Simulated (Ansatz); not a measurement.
Stepwise reaction of `O[SiH2]N[SiH](O)Cl` with hydrogen, as a gas-phase model of exchange steps in deposition or etching. ΔE in kJ/mol.

Gas-phase electronic energies from Ansatz, PBE0-D4/def2-TZVP geometries. CCSD(T)/CBS adds triple-zeta CCSD(T) − MP2 to the extrapolated MP2 energy (def2 sets, frozen cores). This one scheme is used for every species. Functionals use def2-TZVPP. B3LYP here is the variant with VWN-RPA as its local correlation; programs differ in this. Each species was taken in one conformer, which may not be the lowest.

```tsv
step	reaction	PBE-D4	B3LYP-D4	ωB97M-V	CCSD(T)/CBS
1	`O[SiH2]N[SiH](O)Cl` + H₂ → `O[SiH2]N[SiH2]Cl` + H₂O	83.6	90.3	91.9	86.8
2	`O[SiH2]N[SiH2]Cl` + H₂ → `[SiH3]N[SiH2]Cl` + H₂O	84.0	89.3	90.4	87.7
```

Task: By hand: ΔE of the 2 steps together at CCSD(T)/CBS.

Result: (86.8) + (87.7) = 174.5 kJ/mol, or 87.2 kJ/mol a step.

In ΔE the steps differ by no more than 0.9 kJ/mol. All are uphill at CCSD(T)/CBS. PBE-D4 differs from CCSD(T)/CBS by -3.7 to -3.2 kJ/mol a step. Isolated molecules leave out the surface, adducts and barriers. Largest T1 diagnostic: 0.011.
